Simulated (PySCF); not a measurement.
CCl₃NOSi, SMILES O=C=N[Si](Cl)(Cl)Cl. The structure is a stationary point at PBE-D3(BJ)/def2-SVP. Other conformers were not sampled.

Task: Give the equilibrium geometry at PBE-D3(BJ)/def2-SVP (PySCF confirms it by a frequency run) as Cartesian coordinates in Å, and its point group. (The exact figures need the calculation; the answer reports its results.)

Result: One answer among several that fit: point group C3v.
```xyz
7

O      0.0000     0.0000     3.7692
C      0.0000     0.0000     2.5920
N      0.0000     0.0000     1.3805
Si     0.0000     0.0000    -0.3183
Cl    -1.6764     0.9679    -0.9983
Cl     0.0000    -1.9358    -0.9983
Cl     1.6764     0.9679    -0.9983
```
Charge 0, spin multiplicity 1.
